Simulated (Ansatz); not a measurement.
Gas-phase electronic energies from Ansatz, PBE0-D4/def2-TZVP geometries. CBS: MP2 limit from def2 TZ/QZ plus the TZ coupled-cluster correction, frozen cores. This one scheme is used for every species. DFT in def2-TZVPP. Each species was taken in one conformer, which may not be the lowest.

Consider the formal hydrolysis of the Al–C bond: `C[CH2][Al]([CH3])[F]` + H₂O → `[CH3][Al]([OH])[F]` + `CC`.

`C[CH2][Al]([CH3])[F]`:

Z-matrix (Å, degrees):
```
C
C 1 1.529
H 1 1.094 2 111.8
H 1 1.094 2 112.1 3 -120.2
H 1 1.094 2 111.8 3 119.5
Al 2 1.952 1 115.5 3 -59.8
H 2 1.098 1 110.4 3 62.8
H 2 1.098 1 110.4 3 177.6
F 6 1.659 2 116.7 1 179.2
C 6 1.944 2 125.5 1 -0.6
H 10 1.095 6 110.9 2 61.9
H 10 1.095 6 111.1 2 -56.0
H 10 1.092 6 112.4 2 -177.2
```

H₂O:

Z-matrix (Å, degrees):
```
O
H 1 0.960
H 1 0.960 2 105.1
```

`[CH3][Al]([OH])[F]`:

```xyz
8

C    -0.168   -1.181    0.447
Al    0.138    0.684    0.056
O     0.035    1.258   -1.529
F     0.508    1.761    1.255
H     0.565   -1.809   -0.067
H    -1.154   -1.494    0.095
H    -0.104   -1.389    1.517
H     0.180    2.171   -1.774
```

`CC`:

Cartesian coordinates in Å:
```
C -0.215 -0.630 0.366
C 0.215 0.630 -0.366
H -0.665 -0.396 1.333
H -0.952 -1.194 -0.211
H 0.634 -1.293 0.551
H 0.665 0.396 -1.333
H 0.952 1.194 0.211
H -0.634 1.293 -0.551
```

Task: Is it downhill or uphill in electronic energy at CCSD(T)/CBS, and by how much? (Estimate.)

Result: Computed: Downhill: ΔE = -154.1 kJ/mol.

Task: What do these levels give: LDA (SPW92), CAM-B3LYP-D4, ωB97X-V, PBE-QIDH, RPA@PBE/def2-TZVPP, CCSD(T)/def2-TZVPP? (Best estimate.)

Result: Ansatz gave: LDA (SPW92) -148.4, CAM-B3LYP-D4 -162.6, ωB97X-V -156.5, PBE-QIDH -156.4, RPA@PBE/def2-TZVPP -154.7, CCSD(T)/def2-TZVPP -157.2 kJ/mol.

Largest T1 diagnostic among the species: 0.012.

Leaving LDA and LC-ωPBE aside and taking each functional with its dispersion term where it has one, the values, not all of them listed here, spread over 18.7 kJ/mol, from B2PLYP to revPBE-D4. The D4 term adds +5.7 kJ/mol with B3LYP and +3.5 kJ/mol with PBE0; it sums over pairs of atoms, weighted by their polarisabilities, and B3LYP, whose exchange is more repulsive, gets the larger term. At CCSD(T), def2-SVP lies −8.6 kJ/mol from the extrapolated value and def2-TZVPP −3.0 kJ/mol.

B3LYP here is the variant with VWN-RPA as its local correlation; programs differ in this.
